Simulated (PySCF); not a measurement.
C$_{2}$H$_{6}$Ga (SMILES [CH3][Ga][CH3]), doublet, at a GFN2-xTB geometry (such geometries of metal compounds can be far from the true shape) (the spin is typed, not shown lowest); PySCF with MN15/cc-pVDZ.

PySCF was given this input:
```python
from pyscf import gto, scf, dft

mol = gto.Mole()
mol.atom = '''
    Ga    0.284270   -0.046263    0.337549
    C     0.965735    0.271293   -1.686079
    H     2.049962    0.202667   -1.787646
    H     0.644987    1.260383   -2.020478
    H     0.504537   -0.478527   -2.332641
    C    -1.852684   -0.126949    0.632892
    H    -2.253300   -0.998642    0.110724
    H    -2.300109    0.770744    0.200530
    H    -2.136743   -0.188544    1.684600
'''
mol.basis = 'cc-pvdz'
mol.charge = 0
mol.spin = 1
mol.verbose = 3
mol.build()

mf = dft.UKS(mol)
mf.xc = 'mn15'
mf.kernel()
mf.analyze()
```

Question: Predict the main parts of the log of this PySCF run.

Answer: 
```
converged SCF energy = -2004.76258651716  <S^2> = 0.75247417  2S+1 = 2.0024726
**** MO energy ****
                             alpha | beta                alpha | beta
MO #1   energy= -370.101827367943  | -370.101328572407  occ= 1 | 1
MO #2   energy= -44.9277734586265  | -44.9267835376247  occ= 1 | 1
MO #3   energy= -40.3946983682391  | -40.3940903039457  occ= 1 | 1
MO #4   energy= -40.3921300826682  | -40.3918016216741  occ= 1 | 1
MO #5   energy= -40.3911619094006  | -40.3914867804596  occ= 1 | 1
MO #6   energy= -10.0364611591613  | -10.0350584168893  occ= 1 | 1
MO #7   energy= -10.0364477128058  | -10.0350486180865  occ= 1 | 1
MO #8   energy= -5.25580334577848  | -5.2551254098013   occ= 1 | 1
MO #9   energy= -3.75478192539673  | -3.75489056502977  occ= 1 | 1
MO #10  energy= -3.74689087616009  | -3.74576957184449  occ= 1 | 1
MO #11  energy= -3.74269737514959  | -3.74229546044879  occ= 1 | 1
MO #12  energy= -0.910366901870923 | -0.908603740352913 occ= 1 | 1
MO #13  energy= -0.908572895516071 | -0.906336107447721 occ= 1 | 1
MO #14  energy= -0.905275071267303 | -0.904453885632911 occ= 1 | 1
MO #15  energy= -0.90173426344774  | -0.899335973223957 occ= 1 | 1
MO #16  energy= -0.8999777432896   | -0.898097289153244 occ= 1 | 1
MO #17  energy= -0.714987474829819 | -0.7080684183521   occ= 1 | 1
MO #18  energy= -0.706256910122727 | -0.700074566559818 occ= 1 | 1
MO #19  energy= -0.429287197304075 | -0.425601351040727 occ= 1 | 1
MO #20  energy= -0.428464858442196 | -0.424728210261024 occ= 1 | 1
MO #21  energy= -0.421973688376285 | -0.418157950621133 occ= 1 | 1
MO #22  energy= -0.420137064745415 | -0.416574674619405 occ= 1 | 1
MO #23  energy= -0.417561341258839 | -0.395976007687161 occ= 1 | 1
MO #24  energy= -0.296001887537159 | -0.277223280596588 occ= 1 | 1
MO #25  energy= -0.2068165787408   | -0.0676490460516965 occ= 1 | 0
MO #26  energy= -0.036588467235465 | -0.0223040604836195 occ= 0 | 0
MO #27  energy= 0.0729114647041365 | 0.0843602588188999 occ= 0 | 0
MO #28  energy= 0.0826688114231646 | 0.098760757442065  occ= 0 | 0
MO #29  energy= 0.141495459766027  | 0.153330833196522  occ= 0 | 0
MO #30  energy= 0.172040517901906  | 0.173650501005292  occ= 0 | 0
MO #31  energy= 0.175211811030571  | 0.178909131011373  occ= 0 | 0
MO #32  energy= 0.180859585662033  | 0.190937266240249  occ= 0 | 0
MO #33  energy= 0.195472411226938  | 0.196608596151182  occ= 0 | 0

To work with the spin densities directly, `use mulliken_meta_spin()` only printing them here.

 ** Mulliken spin pop alpha/beta on meta-lowdin orthogonal AOs **
 ** Mulliken Spin Density (per atom)  **
spin density of  0 Ga =      0.69437
spin density of  1 C =      0.15025
spin density of  2 H =     -0.00567
spin density of  3 H =      0.00303
spin density of  4 H =      0.00520
spin density of  5 C =      0.15026
spin density of  6 H =      0.00303
spin density of  7 H =      0.00520
spin density of  8 H =     -0.00567
 ** Mulliken pop alpha/beta on meta-lowdin orthogonal AOs **
 ** Mulliken atomic charges   ( Nelec_alpha | Nelec_beta ) **
charge of  0Ga =      0.32772  (    15.68332     14.98895 )
charge of  1C =     -0.47536  (     3.31281      3.16255 )
charge of  2H =      0.10322  (     0.44555      0.45122 )
charge of  3H =      0.10454  (     0.44924      0.44622 )
charge of  4H =      0.10374  (     0.45073      0.44553 )
charge of  5C =     -0.47536  (     3.31281      3.16255 )
charge of  6H =      0.10454  (     0.44925      0.44622 )
charge of  7H =      0.10374  (     0.45073      0.44553 )
charge of  8H =      0.10322  (     0.44555      0.45122 )
Dipole moment(X, Y, Z, Debye): -0.16118,  0.02624, -0.19143
```
